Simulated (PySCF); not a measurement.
# Radial density of Be (beryllium, neutral)

UHF, [He] 2s2, closed-shell 1S. All numbers are calculated (PySCF 2.14, the non-relativistic Hamiltonian (point nucleus), in pcseg-2 (4s2p1d, 15 functions)).

```
r (bohr)  4πr²ρ (e/bohr)
 0.00835         0.02935
  0.0140         0.07970
  0.0236          0.2080
  0.0397          0.5180
  0.0668           1.179
   0.112           2.327
   0.189           3.615
   0.318           3.827
   0.535           2.194
   0.900          0.6294
    1.51          0.6628
    2.54          0.7004
    4.28          0.1945
    7.20        0.009031
    12.1       1.168e-05
```
